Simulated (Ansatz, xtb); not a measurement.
# Two isomers of C5H6BrN

We compare X, `N#C[C@H]1C[C@@H](Br)C1`, a singlet, with Y, `N#C[C@H]1C[C@H](Br)C1`, a singlet. Both are isolated molecules in the gas phase, relaxed with PBE-D3(BJ)/def2-SVP.

**Question.** Estimate E(Y) − E(X) at the level CCSD(T)/def2-SVP + ΔMP2/def2-TZVPP.

**Answer.** CCSD(T)/def2-SVP + ΔMP2/def2-TZVPP gives E(Y) − E(X) = +0.34 kcal/mol, slightly favouring structure X, which is too small a margin to settle the true order.

How the difference moves with the method:

```tsv
level	geometry	E(Y) − E(X) (kcal/mol)	departure from the last row (kcal/mol)	job, with rough time for the two
GFN2-xTB	GFN2-xTB	−0.35	−0.69	optimisation, 0.28 s
HF/STO-3G	GFN2-xTB	+0.51	+0.17	single point, 0.76 s
r2SCAN-D4/def2-SVP	GFN2-xTB	+0.13	−0.20	single point, 8.7 s
PBE-D3(BJ)/def2-SVP	PBE-D3(BJ)/def2-SVP	+0.40	+0.06	optimisation, 59 s
HF/def2-SVP	PBE-D3(BJ)/def2-SVP	+0.40	+0.06	part of the CCSD(T) run
MP2/def2-SVP	PBE-D3(BJ)/def2-SVP	+0.40	+0.07	part of the CCSD(T) run
CCSD(T)/def2-SVP	PBE-D3(BJ)/def2-SVP	+0.38	+0.05	single point
CCSD(T)/def2-SVP + ΔMP2/def2-TZVPP	PBE-D3(BJ)/def2-SVP	+0.34		single point, 3.3 min
```

As drawn, both hold the same kinds of bond in the same numbers.

The largest departure from CCSD(T)/def2-SVP + ΔMP2/def2-TZVPP is that of GFN2-xTB, 0.69 kcal/mol. The last row adds to CCSD(T) the change of the MP2 difference between the two basis sets, here −0.05 kcal/mol.

With thermal terms from frequencies at re-optimised GFN2-xTB minima (ideal gas, soft modes damped towards free rotors, one conformer each, 298.15 K, 1 atm): on the last row, ΔE + ΔZPE = +0.30, ΔH = +0.33, ΔG = +0.26 kcal/mol.

The correlated steps freeze 15 core orbitals; the filled d shell of Br is correlated, in a basis made for valence electrons. Programs: Ansatz 0.2.0, xtb 6.7.1; the last row on 2 threads of Arm Neoverse V1 on a shared host.
